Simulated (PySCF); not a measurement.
# Electron correlation in Mg (magnesium, neutral)

[Ne] 3s2, closed-shell 1S. Calculation: PySCF 2.14, in jorge-DZP-DKH (7s4p1d, 24 functions); scalar relativity by spin-free X2C-1e. Frozen: [Ne]; 2 electrons correlated.

Total MP2 correlation energy: -20.89 mhartree.

Same-spin part 0.00 and opposite-spin part -20.89 mhartree; SCS-MP2 scales them by 1/3 and 6/5 to -25.07 mhartree.

With two correlated electrons CCSD is exact within the correlated space (frozen core and kept virtual orbitals).

```csv
level,correlation energy (mhartree)
CCSD,-32.74
```

Diagnostics: T1 = 0.011, D1 = 0.0155, largest double amplitude 0.113.

Cost of the coupled-cluster step: 0.05 s of wall time on 1 thread of Neoverse-V2 (shared host), for 2 correlated electrons.
